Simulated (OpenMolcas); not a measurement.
**Computed levels of Xe2+**

```yaml
Program: OpenMolcas
Method: CASSCF
Basis: ANO-RCC-VTZP [7s6p4d2f1g]
Scalar_Hamiltonian: DKH2, point nucleus
Active_space: 4 electrons in 3 orbitals (5p)
State_averaging: 2S+1 = 3 even, 3 roots; 2S+1 = 1 even, 6 roots
Spin-orbit_coupling: state interaction with AMFI integrals over the reference wave functions, term energies averaged over their components
```

Spin-free terms above the lowest, with the occupations of the reference:

| Configuration | Term | E (cm-1) | Occupations |
| --- | --- | --- | --- |
| 5s2 5p4 | 3P | 0.0 | 5p 4.00 |
| 5s2 5p4 | 1D | 12233 | 5p 4.00 |
| 5s2 5p4 | 1S | 30501 | 5p 4.00 |

With spin-orbit coupling, above the lowest level:

| Configuration | Term | J | E (cm-1) | Measured (cm-1) | g | Term weight % | Second |
| --- | --- | --- | --- | --- | --- | --- | --- |
| 5s2 5p4 | 3P | 2 | 0.0 | 0.0 | 1.462 | 92 | 8 1D |
| 5s2 5p4 | 3P | 0 | 8334 | 8130 |  | 88 | 12 1S |
| 5s2 5p4 | 3P | 1 | 8485 | 9794 | 1.501 | 100 |  |
| 5s2 5p4 | 1D | 2 | 18647 | 17099 | 1.039 | 92 | 8 3P |
| 5s2 5p4 | 1S | 0 | 39137 | 36103 |  | 88 | 12 3P |

Against the 4 measured excited levels shown (Saloman, J. Phys. Chem. Ref. Data 33, 765 (2004)) the mean absolute deviation is 1500 cm-1; the largest miss in energy is 5s2 5p4 1S0: computed 39137, measured 36103 cm-1 (+8.4 %), and the largest in proportion 5s2 5p4 3P1 (-13.4 %).

Spin-orbit coupling puts the lowest level 4966 cm-1 below the lowest spin-free term.

With the s shell closed, the reference lacks s² → p² mixing. Measured partners are found by configuration, term and J. A level has none where our copy of the source lacks it or the pairing is in doubt (some pairs that miss far off the trend of their configuration count as doubtful), and it then counts in no deviation. Levels of configurations outside the active space are missing.

The term weight is that of the spin-free term in the level, not the purity of its configuration.
